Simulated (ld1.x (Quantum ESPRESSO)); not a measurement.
# Pseudopotential generation for Hf: RRKJ, PBE, fully relativistic.

ld1.x (Quantum ESPRESSO) 7.5 input, shortened:

```
&input
   title='Hf', zed=72., rel=2, dft='PBE', iswitch=3,
   config='[Xe] 4f14 5d2 6s1 6p0', rel_dist='average'
 /
 &inputp
   pseudotype=2, tm=.false., lloc=-1, rcloc=2.44,
   nlcc=.true., new_core_ps=.true., rcore=1.70
 /
3
5S  1  0   2.00   0.00  2.50  2.50  0.0
5P  2  1   6.00   0.00  2.78  2.78  0.0
5D  3  2   2.00   0.00  3.60  3.60  0.0
 &test
   configts(1)='5s2 5p6 5d2 6s1 6p0'
 /
```

Open shells are filled in proportion to 2j + 1 (rel_dist='average').

Occupied shells without a wave of their own: 6s. They enter only through the test configuration that unscreens the potential, and ld1.x also counts them in the model core charge.

Question: Does the generator finish with these settings?

Answer: Yes, a potential is produced.

Question: Estimate the cutoffs (Ry, on a coarse ladder) from which the occupation-weighted sum of valence levels, in a spherical-Bessel basis at the reference potential, stays within 10 and 1 mRy of its value at 400 Ry.

Answer: 18 Ry and 21 Ry.

Question: Does the potential have ghost states?

Answer: No extra level below or beside the all-electron valence levels (s, p1/2, p3/2, d3/2, d5/2, f tested).

Question: Tests: 5s2 5p6 5d2 6s2 6p0; 5s2 5p6 5d2 6s0 6p0; 5s2 5p6 5d1 6s0 6p0; 5s2 5p6 5d2.5 6s1.5 6p0; 5s2 5p6 5d2 6s1 6p1; 5s1 5p6 5d2 6s2 6p0; 5s2 5p6 5d2 6s1.5 6p0. Which has the largest error in its energy relative to the reference configuration, and how large is it?

Answer: 5s2 5p6 5d1 6s0 6p0, with -1950 meV (all-electron minus pseudo) on +35.96 eV.

ld1.x takes every shell without a wave as core, so the model core holds the 6s electrons as well and exchange and correlation see them twice. This cancels in the reference configuration, but the file is broken for other ones, and its errors say nothing about a proper core correction.
